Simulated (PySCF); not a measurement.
CH2BF3O, SMILES OBC(F)(F)F.

Geometry: B3LYP-D3(BJ)/def2-SVP. Other conformers were not sampled.

All values below come from B3LYP-D3(BJ)/def2-SVP run with PySCF.

No scaling factor is applied to the harmonic values.

Q: List the normal modes with their intensities. (An estimate is asked for; the answer gives what the named calculation found.)

A: 
```
mode  ν (cm⁻¹)  IR (km/mol)  moving atoms (share of kinetic energy)
----  --------  -----------  --------------------------------------
1           68          0.4          F 38 %, O 31 %, H 18 %, B 11 %
2          212         12.8                   F 52 %, O 32 %, H 9 %
3          277         15.4                  F 45 %, H 33 %, B 18 %
4          388          9.6                  F 50 %, O 31 %, B 11 %
5          513         12.0                                  F 89 %
6          522          5.9                           F 79 %, B 9 %
7          630         31.9                  F 49 %, B 31 %, H 12 %
8          752        144.2                  H 67 %, B 17 %, O 11 %
9          788         21.5                   F 71 %, B 17 %, H 8 %
10         888          4.4                          H 68 %, B 28 %
11        1008         20.6                          H 86 %, O 11 %
12        1143        331.3                  C 57 %, F 16 %, H 15 %
13        1162        246.0                          C 73 %, F 26 %
14        1176        153.0                   H 53 %, C 30 %, F 8 %
15        1298         96.1   C 50 %, B 20 %, O 11 %, F 11 %, H 8 %
16        1485         91.5                  B 57 %, O 21 %, C 16 %
17        2669         94.8                          H 90 %, B 10 %
18        3770         94.3                                  H 94 %
```
